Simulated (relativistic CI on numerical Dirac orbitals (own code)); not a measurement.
# Electric-dipole transitions in Bi⁷⁷⁺

Computed by Dirac-Coulomb-Breit CI, orbitals from a KLI potential per configuration, QED by a radiative potential, unscaled Slater integrals (own radial code, finite nucleus).

CI space (outside the closed core 1s2): 2s2.2p2, 2s.2p3, 2p4, 2s2.2p.3s, 2p3.3s, 2p3.3p, 2s2.2p.3p, 2p3.3d, 2s2.2p.3d, 2s.2p2.3s, 2s.2p2.3p, 2s.2p2.3d, 2s2.2p.4s, 2s2.2p.4p, 2s2.2p.4d, 2s2.2p.4f, 2s2.3s2, 2s2.3s.3p, 2s.2p2.4s, 2s2.3s.3d, 2s2.2p.5s, 2s2.3p2, 2s2.2p.5p, 2s.2p2.4p, 2s2.2p.5d, 2s2.2p.5f, 2s2.2p.5g, 2s.2p2.4d, 2s.2p2.4f, 2s2.3p.3d, 2s.2p.3s2, 2s2.3d2, 2s.2p.3s.3p, 2s.2p.3s.3d, 2s.2p.3p2, 2s.2p.3p.3d. Levels of other configurations are missing.

```tsv
λ vac (nm)	Lower	Upper	A (s⁻¹)	log gf	S velocity/length
0.08426	2s2.2p2 3P_1 [2]	2s2.2p.3d 3P°_1 [71]	2.05e+15	-0.18	1.00
0.08434	2s2.2p2 3P_1 [2]	2s2.2p.3d 3D°_2 [69]	1.23e+15	-0.18	1.00
0.08439	2s2.2p2 1D_2 [3]	2s2.2p.3d 3F°_3 [70]	2.45e+15	0.26	1.00
0.08452	2s.2p3 1D°_2 [12]	2s.2p2.3d 3F_3 [201]	2.42e+15	0.26	1.00
0.08459	2s.2p3 3D°_3 [9]	2s.2p2.3d 3F_4 [191]	2.50e+15	0.38	1.00
0.08461	2s2.2p2 3P_0 [1]	2s2.2p.3d 3D°_1 [32]	3.27e+15	0.02	1.00
0.08467	2s.2p3 3P°_2 [4]	2s.2p2.3d 3P_1 [97]	2.98e+15	-0.02	0.99
0.08472	2p4 1D_2 [19]	2p3.3d 3F°_3 [392]	2.51e+15	0.28	1.00
0.08473	2s.2p3 3P°_2 [4]	2s.2p2.3d 3D_2 [93]	2.71e+15	0.16	0.99
0.08478	2s.2p3 1P°_1 [5]	2s.2p2.3d 3F_2 [103]	3.16e+15	0.23	0.99
0.08478	2s.2p3 1P°_1 [5]	2s.2p2.3d 3D_1 [102]	2.81e+15	-0.04	0.99
0.08478	2s.2p3 3P°_2 [4]	2s.2p2.3d 3D_3 [92]	2.60e+15	0.29	1.00
0.08499	2p4 3P_2 [14]	2p3.3d 3D°_2 [233]	3.01e+15	0.21	0.99
0.08501	2p4 3P_2 [14]	2p3.3d 3F°_3 [232]	2.79e+15	0.33	1.00
0.09979	2s2.2p2 3P_2 [6]	2s2.2p.3d 3D°_3 [80]	3.56e+15	0.57	1.00
0.09990	2s2.2p2 3P_2 [6]	2s2.2p.3d 1D°_2 [77]	1.44e+15	0.03	1.00
0.10000	2s2.2p2 3P_1 [2]	2s2.2p.3d 3P°_2 [33]	2.19e+15	0.21	1.00
0.10008	2s.2p3 1P°_1 [17]	2s.2p2.3d 3P_2 [222]	4.13e+15	0.49	0.99
0.10010	2s2.2p2 1D_2 [3]	2s2.2p.3d 3F°_3 [34]	2.47e+15	0.41	1.00
0.10011	2s.2p3 5S°_2 [8]	2s.2p2.3d 3F_3 [107]	3.27e+15	0.54	1.00
0.10014	2s.2p3 5S°_2 [8]	2s.2p2.3d 3P_2 [106]	1.66e+15	0.10	0.99
0.10016	2s.2p3 3D°_3 [9]	2s.2p2.3d 3F_4 [111]	3.15e+15	0.63	1.00
0.10019	2s.2p3 3D°_3 [9]	2s.2p2.3d 3D_3 [110]	1.90e+15	0.30	0.99
0.10024	2s.2p3 3P°_2 [4]	2s.2p2.3d 3D_3 [39]	2.47e+15	0.42	1.00
0.10024	2s.2p3 3P°_2 [16]	2s.2p2.3d 3D_2 [210]	3.31e+15	0.40	0.99
0.10026	2p4 1D_2 [19]	2p3.3d 3F°_3 [250]	1.90e+15	0.30	1.00
0.10029	2s.2p3 3S°_1 [11]	2s.2p2.3d 3P_2 [117]	3.15e+15	0.38	1.00
0.10033	2p4 3P_0 [20]	2p3.3d 3D°_1 [398]	5.32e+15	0.38	0.99
0.10035	2s.2p3 1D°_2 [12]	2s.2p2.3d 1F_3 [118]	3.48e+15	0.57	1.00
0.10035	2s.2p3 3P°_2 [16]	2s.2p2.3d 3D_3 [209]	2.29e+15	0.38	1.00
0.10059	2p4 1D_2 [19]	2p3.3d 1D°_2 [246]	3.27e+15	0.39	0.98
0.10060	2p4 3P_2 [14]	2p3.3d 3D°_3 [131]	4.00e+15	0.63	1.00
0.10062	2p4 1D_2 [19]	2p3.3d 1F°_3 [245]	2.89e+15	0.49	1.00
0.10062	2p4 3P_1 [18]	2p3.3d 3D°_2 [243]	3.04e+15	0.36	0.99
0.10092	2s.2p3 1P°_1 [5]	2s.2p2.3d 3D_2 [40]	2.21e+15	0.23	1.00
0.28905	2s2.2p.3d 3F°_2 [31]	2s2.2p.4f 3G_3 [147]	5.10e+14	0.65	1.00
0.28950	2s2.2p.3d 3F°_3 [70]	2s2.2p.4f 3G_4 [300]	4.91e+14	0.74	1.00
0.29014	2s.2p2.3d 3D_2 [38]	2s.2p2.4f 3F°_3 [169]	5.03e+14	0.65	1.00
0.29089	2s2.2p.3d 3D°_1 [32]	2s2.2p.4f 3F_2 [148]	4.56e+14	0.46	0.99
0.29893	2s.2p2.3d 3G_5 [108]	2s.2p2.4f 3H°_6 [360]	5.16e+14	0.95	1.00
0.30017	2s2.2p.3d 3P°_2 [33]	2s2.2p.4f 3D_3 [151]	4.81e+14	0.66	1.00
0.30056	2s2.2p.3d 3F°_3 [34]	2s2.2p.4f 3G_4 [150]	5.19e+14	0.80	1.00
0.30068	2s.2p2.3d 3D_3 [39]	2s.2p2.4f 3F°_4 [171]	5.19e+14	0.80	1.00
0.30200	2s.2p2.3d 3D_2 [40]	2s.2p2.4f 3F°_3 [172]	4.92e+14	0.67	1.00
0.42731	2s2.2p2 1D_2 [3]	2s.2p3 1D°_2 [12]	5.60e+13	-0.12	1.02
```

Terms are leading LS components. Brackets give the number of a level in order of energy, since labels repeat. The list gives strong lines, with weight on those to low levels, among the lowest 400 of 791 levels, so that lines to higher ones, which can be the strongest, are missing. Levels whose partners in the same complex of configurations lie outside the list can be far off, and so can their lines. Rates are taken at the computed energies, electric ones in the length gauge. A velocity-to-length ratio far from 1 marks an uncertain rate.

At this charge energies of transitions that change n are usually good to better than 1 %, and those within a shell (Δn = 0) to a few per cent.

LS names give the leading component of a level, which can be under half, so a name can repeat, a term be missing and a line seem to break the LS rules.
